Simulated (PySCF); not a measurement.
SMILES c1ccoc1-c1ccc(OC)cc1 (C₁₁H₁₀O₂), GFN2-xTB optimised geometry.

```
23

C      4.14     1.41     0.00
O      3.46     0.17     0.00
C      2.10     0.17     0.00
C      1.30     1.31     0.00
C     -0.08     1.19     0.00
C     -0.69    -0.07     0.00
C     -2.14    -0.17     0.00
C     -2.97    -1.26     0.00
C     -4.29    -0.76     0.00
C     -4.17     0.59    -0.01
O     -2.88     0.96    -0.01
C      0.12    -1.20     0.00
C      1.49    -1.09     0.00
H      3.90     1.99     0.90
H      5.20     1.16     0.00
H      3.90     2.00    -0.89
H      1.74     2.30     0.00
H     -0.69     2.07     0.00
H     -2.68    -2.30     0.01
H     -5.20    -1.33     0.00
H     -4.90     1.38    -0.01
H     -0.33    -2.18     0.00
H      2.13    -1.96     0.00
```

Density from PBE/def2-SVP (PySCF 2.14.0) at that geometry.

Minimum of the electron density along straight lines between bonded atoms, close to the bond critical point (lines longer than 1.1 times the sum of covalent radii, or with two minima, are not listed):

```
bond     length / Å  ρ at the minimum / e bohr⁻³  ∇²ρ there / e bohr⁻⁵  position (fraction from the first atom)
-------  ----------  ---------------------------  --------------------  ---------------------------------------
C1–O2         1.407                        0.257                   ___                                     0.35
O2–C3         1.362                        0.284                   ___                                     0.66
C3–C4         1.391                        0.306                 -0.75                                     0.51
C4–C5         1.382                        0.308                 -0.75                                     0.50
C5–C6         1.393                        0.304                 -0.73                                     0.50
C6–C7         1.449                        0.276                 -0.65                                     0.49
C7–C8         1.374                        0.316                 -0.77                                     0.52
C8–C9         1.412                        0.290                 -0.66                                     0.50
C9–C10        1.361                        0.323                 -0.80                                     0.48
C7–O11        1.355                        0.284                   ___                                     0.33
C10–O11       1.342                        0.290                  0.03                                     0.33
C6–C12        1.398                        0.301                 -0.73                                     0.50
C3–C13        1.397                        0.306                 -0.76                                     0.51
C12–C13       1.375                        0.312                 -0.77                                     0.50
C1–H14        1.095                        0.277                 -1.03                                     0.64
C1–H15        1.089                        0.282                 -1.08                                     0.64
C1–H16        1.095                        0.277                 -1.03                                     0.64
C4–H17        1.079                        0.280                 -1.03                                     0.63
C5–H18        1.079                        0.283                 -1.07                                     0.64
C8–H19        1.070                        0.283                 -1.07                                     0.63
C9–H20        1.071                        0.283                 -1.08                                     0.63
C10–H21       1.072                        0.288                 -1.13                                     0.64
C12–H22       1.078                        0.282                 -1.06                                     0.63
C13–H23       1.079                        0.281                 -1.05                                     0.63
```

Question: Fill in the missing entries.

Answer: 
- C1–O2, ∇²ρ there / e bohr⁻⁵: -0.39
- O2–C3, ∇²ρ there / e bohr⁻⁵: -0.31
- C7–O11, ∇²ρ there / e bohr⁻⁵: -0.07
